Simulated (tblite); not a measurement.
Compound: C6H13FGe.
Cartesian coordinates in Å at the GFN2-xTB level; atoms count from 1:
```xyz
21
C6H13FGe angstrom
C      2.9277   -0.3946    0.3097
Ge     1.0012   -0.3646    0.7501
C     -0.1303   -1.5153   -0.4016
C     -1.5851   -1.0564   -0.3370
C     -1.7690    0.3960   -0.7762
C     -1.2800    1.4207    0.2477
C      0.2328    1.4485    0.3856
F      0.7950    1.8609   -0.8243
H      3.0646   -0.0782   -0.7207
H      3.4815    0.2839    0.9519
H      3.3408   -1.3925    0.4246
H      0.7652   -0.6776    2.2188
H     -0.0589   -2.5657   -0.1167
H      0.2276   -1.4376   -1.4300
H     -1.9602   -1.1712    0.6842
H     -2.1911   -1.6984   -0.9835
H     -1.2412    0.5606   -1.7181
H     -2.8320    0.5757   -0.9547
H     -1.6258    2.4143   -0.0530
H     -1.7016    1.1963    1.2309
H      0.5299    2.2122    1.1117
```

Computed with GFN2-xTB (tblite): harmonic, unscaled wavenumbers at the GFN2-xTB geometry, gas phase. The method is semi-empirical: single wavenumbers can be off by several per cent or more. Modes of hydrogen on germanium can be 10 to 20 % off. One conformer, not necessarily the lowest.

Harmonic wavenumbers (cm⁻¹): 62.0, 108.6, 111.8, 121.5, 170.9, 227.0, 259.3, 267.6, 350.9, 434.2, 509.7, 548.6, 572.0, 588.8, 604.5, 657.5, 757.9, 783.2, 812.9, 850.0, 868.8, 926.0, 939.9, 981.7, 1025.6, 1076.5, 1120.2, 1129.7, 1158.4, 1193.8, 1221.9, 1258.2, 1278.7, 1282.1, 1315.8, 1344.0, 1353.0, 1358.4, 1449.7, 1453.6, 1455.9, 1466.6, 1485.2, 1495.0, 1879.4, 2905.9, 2938.3, 2948.6, 2952.4, 2956.9, 2961.3, 2971.3, 2972.3, 2985.0, 3020.6, 3023.9, 3025.6.

A = 2031, B = 1291, C = 956.5 MHz; mass 178.021 u (most abundant isotopes); point group C1, symmetry number 1.

Problem. Zero-point energy?

Solution. Half the sum of the wavenumbers: 37990 cm⁻¹ = 454.46 kJ/mol.

Problem. What is S at 350 K and 1 bar for an ideal gas of classical rigid rotors and harmonic oscillators?

Solution. Translation 176.82, rotation 124.34, vibration 143.02: S = 444.2 J/(mol K).

Problem. And Cp and H(350 K) − H(0)?

Solution. Cp = 192.38 J/(mol K), of which vibrations give 159.13 (their classical limit is 57 R = 473.9); H(350 K) − H(0) = 38.82 kJ/mol without the zero-point energy, 27.18 from vibrations.

Problem. How do the functions run with temperature in this model?

Solution. 
```tsv
T (K)	S (J/(mol K))	Cp (J/(mol K))	H − H(0) (kJ/mol)	G − H(0) (kJ/mol)	ln q(vib)
150	326.6	99.8	9.78	-39.22	2.61
250	387.9	144.7	21.96	-75.01	5.21
298.15	415.3	167.8	29.48	-94.35	6.48
400	471.4	215.0	49.01	-139.53	9.20
600	573.4	288.8	99.84	-244.19	14.57
900	705.2	360.2	198.08	-436.59	22.35
```

q(vib) and H(0) count from the zero-point level.

Problem. Which modes carry the vibrational entropy at 350 K?

Solution. 62.0 cm⁻¹: 19.70; 108.6 cm⁻¹: 15.09; 111.8 cm⁻¹: 14.85; 121.5 cm⁻¹: 14.17; 170.9 cm⁻¹: 11.42; 227.0 cm⁻¹: 9.18 J/(mol K); the other 51 give 58.60 together.

Problem. Blend soft modes into free rotors: weight 1/[1 + (100 cm⁻¹/ν̃)⁴] for the oscillator and the rest for a rotor with moment μB/(μ + B), μ = h/(8π²ν), B = 10⁻⁴⁴ kg m². What vibrational entropy results?

Solution. 135.54 J/(mol K) in place of 143.02, which changes −T·S at 350 K by +2.62 kJ/mol.

Hindered rotation and anharmonicity are outside this model. Other conformers, if any are populated, would add a mixing term that is left out. The structure is chiral; the term R ln 2 for an equal mix with its mirror image is left out.
